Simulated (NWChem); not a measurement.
System: ZrF$_{6}$ (charge -2); SMILES [F][Zr-2]([F])([F])([F])([F])[F]

The following NWChem deck was run.

```
start job
memory heap 200 mb stack 900 mb global 1100 mb
charge -2
geometry units angstroms
  Zr    -0.000000    -0.000001     0.000000
  F      1.211758    -0.502154    -1.492456
  F     -1.211758     0.502154     1.492456
  F     -1.246305     0.845198    -1.296267
  F     -0.962449    -1.726685    -0.200484
  F      0.962449     1.726686     0.200475
  F      1.246305    -0.845198     1.296267
end
basis spherical
  * library def2-svpd
end
ecp
  Zr library def2-ecp
end
dft
  xc b3lyp
  iterations 150
  semidirect filesize 400000000
end
driver
  maxiter 120
end
task dft optimize
```

Parts of the log:

```
             Northwest Computational Chemistry Package (NWChem) 7.3.0
             --------------------------------------------------------

 CI  symmetry detected

                             Geometry "geometry" -> ""
                             -------------------------

 Output coordinates in angstroms (scale by  1.889725989 to convert to a.u.)

  No.       Tag          Charge          X              Y              Z
 ---- ---------------- ---------- -------------- -------------- --------------
    1 Zr                  40.0000     0.00000000     0.00000000     0.00000000
    2 F                    9.0000     0.34949560     1.18632339     1.55513043
    3 F                    9.0000    -0.34949560    -1.18632339    -1.55513043
    4 F                    9.0000    -1.06789722    -1.20780668     1.16135374
    5 F                    9.0000    -1.63871324     1.04010156    -0.42514772
    6 F                    9.0000     1.63871324    -1.04010156     0.42514772
    7 F                    9.0000     1.06789722     1.20780668    -1.16135374

 Effective nuclear repulsion energy (a.u.)     790.6746756871

      Symmetry information
      --------------------

 Group name             Ci
 Group number              3
 Group order               2
 No. of unique centers     4

                                Z-matrix (autoz)
                                --------

 Units are Angstrom for bonds and degrees for angles

      Type          Name      I     J     K     L     M      Value
      ----------- --------  ----- ----- ----- ----- ----- ----------
    1 Stretch                  1     2                       1.98694
    2 Stretch                  1     3                       1.98694
    3 Stretch                  1     4                       1.98694
    4 Stretch                  1     5                       1.98694
    5 Stretch                  1     6                       1.98694
    6 Stretch                  1     7                       1.98694
    7 Bend                     2     1     4                90.00026
    8 Bend                     2     1     5                89.99980
    9 Bend                     2     1     6                90.00020
   10 Bend                     2     1     7                89.99974
   11 Bend                     3     1     4                89.99974
   12 Bend                     3     1     5                90.00020
   13 Bend                     3     1     6                89.99980
   14 Bend                     3     1     7                90.00026
   15 Bend                     4     1     5                90.00016
   16 Bend                     4     1     6                89.99984
   17 Bend                     5     1     7                89.99984
   18 Bend                     6     1     7                90.00016

                           NWChem Geometry Optimization
                           ----------------------------

 maximum gradient threshold         (gmax) =   0.000450
 rms gradient threshold             (grms) =   0.000300
 maximum cartesian step threshold   (xmax) =   0.001800
 rms cartesian step threshold       (xrms) =   0.001200
 fixed trust radius                (trust) =   0.300000
 source of zmatrix                         =   autoz

          -------------------
          Energy Minimization
          -------------------

 Using diagonal initial Hessian
 Scaling for Hessian diagonals: bonds = 1.00  angles = 0.25  torsions = 0.10

          --------
          Step   0

                                 NWChem DFT Module
                                 -----------------

 Summary of "ao basis" -> "ao basis" (spherical)
 ------------------------------------------------------------------------------
       Tag                 Description            Shells   Functions and Types
 ---------------- ------------------------------  ------  ---------------------
 Zr                        def2-svpd                12       34   5s4p2d1f
 F                         def2-svpd                 9       23   4s3p2d

      Symmetry analysis of basis
      --------------------------

        ag         84
        au         88

            General Information
            -------------------
          SCF calculation type: DFT
          Wavefunction type:  closed shell.
          No. of atoms     :     7
          No. of electrons :    68
           Alpha electrons :    34
            Beta electrons :    34
          Charge           :    -2
          Spin multiplicity:     1
          Use of symmetry is: on ; symmetry adaption is: on
          Maximum number of iterations: 150
          AO basis - number of functions:   172
                     number of shells:    66
          Convergence on energy requested:  1.00D-06
          Convergence on density requested:  1.00D-05
          Convergence on gradient requested:  5.00D-04

[...]

      ----------------------
      Optimization converged
      ----------------------

  Step       Energy      Delta E   Gmax     Grms     Xrms     Xmax
  ---- ---------------- -------- -------- -------- -------- --------
@    3    -646.18614608  3.7D-07  0.00001  0.00000  0.00002  0.00004
                                     ok       ok       ok       ok

                                Z-matrix (autoz)
                                --------

 Units are Angstrom for bonds and degrees for angles

      Type          Name      I     J     K     L     M      Value     Gradient
      ----------- --------  ----- ----- ----- ----- ----- ---------- ----------
    1 Stretch                  1     2                       2.04920   -0.00000
    2 Stretch                  1     3                       2.04920   -0.00000
    3 Stretch                  1     4                       2.04920   -0.00000
    4 Stretch                  1     5                       2.04924   -0.00001
    5 Stretch                  1     6                       2.04924   -0.00001
    6 Stretch                  1     7                       2.04920   -0.00000
    7 Bend                     2     1     4                89.99947    0.00000
    8 Bend                     2     1     5                90.00032   -0.00000
    9 Bend                     2     1     6                89.99968    0.00000
   10 Bend                     2     1     7                90.00053   -0.00000
   11 Bend                     3     1     4                90.00053   -0.00000
   12 Bend                     3     1     5                89.99968    0.00000
   13 Bend                     3     1     6                90.00032   -0.00000
   14 Bend                     3     1     7                89.99947    0.00000
   15 Bend                     4     1     5                90.00088   -0.00000
   16 Bend                     4     1     6                89.99912    0.00000
   17 Bend                     5     1     7                89.99912    0.00000
   18 Bend                     6     1     7                90.00088   -0.00000

                         Geometry "geometry" -> "geometry"
                         ---------------------------------

 Output coordinates in angstroms (scale by  1.889725989 to convert to a.u.)

  No.       Tag          Charge          X              Y              Z
 ---- ---------------- ---------- -------------- -------------- --------------
    1 Zr                  40.0000     0.00000000     0.00000000     0.00000000
    2 F                    9.0000     0.36044632     1.22348084     1.60386733
    3 F                    9.0000    -0.36044632    -1.22348084    -1.60386733
    4 F                    9.0000    -1.10134588    -1.24565053     1.19775757
    5 F                    9.0000    -1.69008680     1.07271423    -0.43849212
    6 F                    9.0000     1.69008680    -1.07271423     0.43849212
    7 F                    9.0000     1.10134588     1.24565053    -1.19775757

 Effective nuclear repulsion energy (a.u.)     766.6478960318

      Symmetry information
      --------------------

 Group name             Ci
 Group number              3
 Group order               2
 No. of unique centers     4

                Final and change from initial internal coordinates
                --------------------------------------------------

                                Z-matrix (autoz)
                                --------

 Units are Angstrom for bonds and degrees for angles

      Type          Name      I     J     K     L     M      Value       Change
      ----------- --------  ----- ----- ----- ----- ----- ---------- ----------
    1 Stretch                  1     2                       2.04920    0.06226
    2 Stretch                  1     3                       2.04920    0.06226
    3 Stretch                  1     4                       2.04920    0.06226
    4 Stretch                  1     5                       2.04924    0.06230
    5 Stretch                  1     6                       2.04924    0.06230
    6 Stretch                  1     7                       2.04920    0.06226
    7 Bend                     2     1     4                89.99947   -0.00079
    8 Bend                     2     1     5                90.00032    0.00052
    9 Bend                     2     1     6                89.99968   -0.00052
   10 Bend                     2     1     7                90.00053    0.00079
   11 Bend                     3     1     4                90.00053    0.00079
   12 Bend                     3     1     5                89.99968   -0.00052
   13 Bend                     3     1     6                90.00032    0.00052
   14 Bend                     3     1     7                89.99947   -0.00079
   15 Bend                     4     1     5                90.00088    0.00071
   16 Bend                     4     1     6                89.99912   -0.00071
   17 Bend                     5     1     7                89.99912   -0.00071
   18 Bend                     6     1     7                90.00088    0.00071

[...]
```

Level: B3LYP/def2-SVPD with def2 effective core potentials on Zr. Not confirmed as a minimum by frequencies. def2 effective core potentials on Zr; no spin-orbit coupling.
